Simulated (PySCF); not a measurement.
**Phosphorus: a sound run and one with changed settings**

Sound run: P⁺ [Ne] 3s2 3p2, P²⁺ [Ne] 3s2 3p1. All numbers are calculated (PySCF 2.14, the non-relativistic Hamiltonian (point nucleus), in def2-TZVP (5s5p2d1f, 37 functions)). In the sound run the correlated levels freeze [Ne]. The sound run starts from symmetry-adapted Hartree-Fock orbitals and uses a fine grid where one is needed.

A second run was set up differently.

```csv
species,method,sound run (hartree),changed run (hartree),converged
P⁺,UHF,-340.34566,-336.62453,yes
P⁺,B3LYP,-340.89903,-337.09425,yes
P⁺,MN15,-340.76315,-336.14948,yes
P⁺,MP2,-340.40630,-336.63238,yes
P⁺,CCSD(T),-340.42924,-336.63868,yes
P²⁺,UHF,-339.64140,-335.95185,yes
P²⁺,B3LYP,-340.17332,-336.39415,yes
P²⁺,MN15,-340.03563,-335.44875,yes
P²⁺,MP2,-339.68615,-335.96803,yes
P²⁺,CCSD(T),-339.70639,-335.98011,yes
```

Ionisation energy of P⁺:

```csv
method,sound run (eV),changed run (eV)
UHF,19.164,18.304
B3LYP,19.748,19.051
MN15,19.797,19.068
MP2,19.596,18.078
SCS-MP2,19.508,18.032
CCSD,19.636,17.921
CCSD(T),19.670,17.921
```

Q: What was changed?
A. angular grid far too coarse
B. minimal basis
C. all electrons correlated in a valence basis
D. basis contracted for another Hamiltonian

A: B. It used basis STO-3G. A minimal basis cannot let orbitals breathe on ionisation and holds almost no correlation.
